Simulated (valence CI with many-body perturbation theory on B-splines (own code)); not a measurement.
E1 line list for Ba50+

Computed by relativistic CI+MBPT: four valence electrons over a frozen Dirac-Fock core [He], radial functions for each j: 11 s, 11 p, 9 d, 7 f, 5 g, 2 h, 1 i, with the one-electron correlation potential Σ1 (screened to all orders), the two-electron term Σ2, the three-electron term Σ3, Breit, model QED; selected single and double excitations, second order for the rest (own B-spline code, finite nucleus).

No measured spectrum was set against this ion. As an estimate, large intervals hold to a few tenths of a per cent, small ones and those within an open d or f shell to about a per cent. Among the levels kept, up to 290 cm⁻¹ of a level comes from second order outside the variational space, and about a tenth of that is noise between levels of different J, which matters for small intervals.

Lines 201 to 250 of 281 in falling wavelength, among levels below 469.26 Ry, chosen from the strongest by gf and those to the six lowest levels. Wavelengths and rates use the calculated energies. Electric multipoles are in the length gauge, E1 and E2 with the static RPA response of the core. Weak lines are less certain than strong ones. Lines between different terms over intervals too small for the method are left out, as are lines whose strength nearly cancels. The highest levels of a list are the least certain.

Levels are named by their leading jj configuration (3d3/2^4 stands for four electrons in 3d with j = 3/2), which in mixed levels can hold well under half, so a name can repeat and another be missing. Letters in brackets count levels of one name in rising energy.

| λ vac (Å) | Upper | Lower | A (s⁻¹) | S (a.u.) |
| --- | --- | --- | --- | --- |
| 2.244 | (2s 2p1/2 2p3/2 3s) J=2 [c] | (2s 2p1/2^2 2p3/2) J=2 | 1.24e+12 | 3.46e-05 |
| 2.195 | (2s 2p1/2 2p3/2 3d3/2) J=2 [b] | (2s 2p1/2^2 2p3/2) J=1 | 7.21e+12 | 1.88e-04 |
| 2.194 | (2s 2p1/2 2p3/2 3d5/2) J=2 [a] | (2s 2p1/2^2 2p3/2) J=1 | 4.28e+12 | 1.12e-04 |
| 2.193 | (2s 2p1/2 2p3/2 3d3/2) J=1 [b] | (2s 2p1/2^2 2p3/2) J=1 | 1.24e+13 | 1.94e-04 |
| 2.189 | (2s 2p1/2 2p3/2 3d5/2) J=1 [a] | (2s 2p1/2^2 2p3/2) J=1 | 3.50e+13 | 5.44e-04 |
| 2.188 | (2s 2p1/2 2p3/2 3p1/2) J=1 [a] | (2s^2 2p1/2 2p3/2) J=2 | 1.07e+13 | 1.66e-04 |
| 2.187 | (2s 2p1/2 2p3/2 3d3/2) J=2 [a] | (2s 2p1/2^2 2p3/2) J=2 | 1.06e+14 | 2.73e-03 |
| 2.187 | (2s 2p1/2 2p3/2 3d3/2) J=1 [a] | (2s 2p1/2^2 2p3/2) J=2 | 3.86e+13 | 5.97e-04 |
| 2.184 | (2s 2p1/2 2p3/2 3d3/2) J=3 [a] | (2s 2p1/2^2 2p3/2) J=2 | 1.37e+14 | 4.92e-03 |
| 2.184 | (2s 2p1/2 2p3/2 3p1/2) J=2 [a] | (2s^2 2p1/2 2p3/2) J=2 | 6.31e+11 | 1.62e-05 |
| 2.183 | (2s 2p1/2 2p3/2 3d5/2) J=2 [b] | (2s 2p1/2^2 2p3/2) J=1 | 6.19e+12 | 1.59e-04 |
| 2.181 | (2s 2p1/2 2p3/2 3p1/2) J=1 [a] | (2s^2 2p1/2 2p3/2) J=1 | 4.22e+13 | 6.49e-04 |
| 2.178 | (2s 2p1/2 2p3/2 3p1/2) J=2 [a] | (2s^2 2p1/2 2p3/2) J=1 | 1.08e+14 | 2.77e-03 |
| 2.178 | (2s 2p1/2 2p3/2 3d5/2) J=1 [b] | (2s 2p1/2^2 2p3/2) J=1 | 1.98e+14 | 3.03e-03 |
| 2.176 | (2s 2p1/2 2p3/2 3d3/2) J=2 [c] | (2s 2p1/2^2 2p3/2) J=1 | 4.15e+14 | 1.06e-02 |
| 2.176 | (2s 2p1/2 2p3/2 3d3/2) J=1 [c] | (2s 2p1/2^2 2p3/2) J=1 | 1.04e+13 | 1.59e-04 |
| 2.175 | (2s 2p1/2 2p3/2 3p1/2) J=3 | (2s^2 2p1/2 2p3/2) J=2 | 2.09e+14 | 7.42e-03 |
| 2.174 | (2s 2p1/2 2p3/2 3d3/2) J=2 [d] | (2s 2p1/2^2 2p3/2) J=1 | 8.37e+13 | 2.12e-03 |
| 2.174 | (2s 2p1/2 2p3/2 3d5/2) J=0 | (2s 2p1/2^2 2p3/2) J=1 | 1.00e+14 | 5.08e-04 |
| 2.173 | (2p1/2^2 2p3/2 3p1/2) J=1 | (2s 2p1/2^2 2p3/2) J=1 | 6.44e+13 | 9.78e-04 |
| 2.172 | (2s 2p1/2 2p3/2 3d3/2) J=3 [b] | (2s 2p1/2^2 2p3/2) J=2 | 3.38e+14 | 1.20e-02 |
| 2.171 | (2s 2p1/2^2 3p1/2) J=1 | (2s^2 2p1/2^2) J=0 | 3.45e+14 | 5.23e-03 |
| 2.170 | (2s 2p1/2 2p3/2 3d3/2) J=2 [b] | (2s 2p1/2^2 2p3/2) J=2 | 4.51e+14 | 1.14e-02 |
| 2.170 | (2s 2p1/2 2p3/2 3d5/2) J=2 [a] | (2s 2p1/2^2 2p3/2) J=2 | 1.06e+14 | 2.67e-03 |
| 2.169 | (2s 2p1/2 2p3/2 3d3/2) J=1 [b] | (2s 2p1/2^2 2p3/2) J=2 | 6.82e+14 | 1.03e-02 |
| 2.169 | (2s 2p1/2 2p3/2 3d3/2) J=1 [d] | (2s 2p1/2^2 2p3/2) J=1 | 2.79e+14 | 4.22e-03 |
| 2.168 | (2s 2p1/2 2p3/2 3d3/2) J=2 [e] | (2s 2p1/2^2 2p3/2) J=1 | 1.66e+14 | 4.18e-03 |
| 2.168 | (2s 2p1/2 2p3/2 3d3/2) J=0 [b] | (2s 2p1/2^2 2p3/2) J=1 | 4.72e+14 | 2.37e-03 |
| 2.166 | (2s 2p1/2 2p3/2 3d5/2) J=3 [a] | (2s 2p1/2^2 2p3/2) J=2 | 9.69e+13 | 3.40e-03 |
| 2.166 | (2s 2p1/2 2p3/2 3p1/2) J=2 [b] | (2s^2 2p1/2 2p3/2) J=2 | 2.41e+14 | 6.05e-03 |
| 2.165 | (2s 2p1/2 2p3/2 3d5/2) J=1 [a] | (2s 2p1/2^2 2p3/2) J=2 | 7.12e+12 | 1.07e-04 |
| 2.164 | (2s^2 2p3/2 3d3/2) J=2 | (2s^2 2p1/2 2p3/2) J=2 | 7.66e+13 | 1.91e-03 |
| 2.161 | (2s^2 2p1/2 3d3/2) J=1 | (2s^2 2p1/2^2) J=0 | 3.56e+14 | 5.32e-03 |
| 2.161 | (2s^2 2p3/2 3d3/2) J=1 | (2s^2 2p1/2 2p3/2) J=2 | 1.08e+14 | 1.61e-03 |
| 2.161 | (2s^2 2p3/2 3d3/2) J=3 | (2s^2 2p1/2 2p3/2) J=2 | 3.42e+14 | 1.19e-02 |
| 2.160 | (2s 2p1/2 2p3/2 3p1/2) J=2 [b] | (2s^2 2p1/2 2p3/2) J=1 | 2.84e+13 | 7.07e-04 |
| 2.159 | (2s 2p1/2 2p3/2 3d5/2) J=2 [b] | (2s 2p1/2^2 2p3/2) J=2 | 1.02e+12 | 2.53e-05 |
| 2.158 | (2s^2 2p3/2 3d3/2) J=2 | (2s^2 2p1/2 2p3/2) J=1 | 1.97e+14 | 4.88e-03 |
| 2.157 | (2s 2p1/2 2p3/2 3d5/2) J=3 [b] | (2s 2p1/2^2 2p3/2) J=2 | 2.03e+12 | 7.04e-05 |
| 2.155 | (2s^2 2p3/2 3d3/2) J=1 | (2s^2 2p1/2 2p3/2) J=1 | 4.15e+14 | 6.15e-03 |
| 2.155 | (2s^2 2p3/2 3d3/2) J=0 | (2s^2 2p1/2 2p3/2) J=1 | 5.39e+14 | 2.66e-03 |
| 2.155 | (2s 2p1/2 2p3/2 3d3/2) J=3 [c] | (2s 2p1/2^2 2p3/2) J=2 | 8.54e+12 | 2.95e-04 |
| 2.154 | (2s 2p1/2 2p3/2 3p1/2) J=2 [c] | (2s^2 2p1/2 2p3/2) J=2 | 2.61e+13 | 6.44e-04 |
| 2.154 | (2s 2p1/2 2p3/2 3p1/2) J=1 [b] | (2s^2 2p1/2 2p3/2) J=2 | 4.71e+12 | 6.97e-05 |
| 2.154 | (2s 2p1/2 2p3/2 3d5/2) J=1 [b] | (2s 2p1/2^2 2p3/2) J=2 | 1.93e+12 | 2.86e-05 |
| 2.152 | (2s 2p1/2 2p3/2 3d3/2) J=2 [c] | (2s 2p1/2^2 2p3/2) J=2 | 1.19e+13 | 2.93e-04 |
| 2.151 | (2s^2 2p3/2 3d5/2) J=2 | (2s^2 2p1/2 2p3/2) J=2 | 5.38e+12 | 1.32e-04 |
| 2.150 | (2s 2p1/2 2p3/2 3d3/2) J=2 [d] | (2s 2p1/2^2 2p3/2) J=2 | 3.44e+12 | 8.45e-05 |
| 2.149 | (2p1/2^2 2p3/2 3p1/2) J=1 | (2s 2p1/2^2 2p3/2) J=2 | 2.02e+13 | 2.97e-04 |
| 2.148 | (2s 2p1/2 2p3/2 3p1/2) J=2 [c] | (2s^2 2p1/2 2p3/2) J=1 | 1.75e+12 | 4.29e-05 |
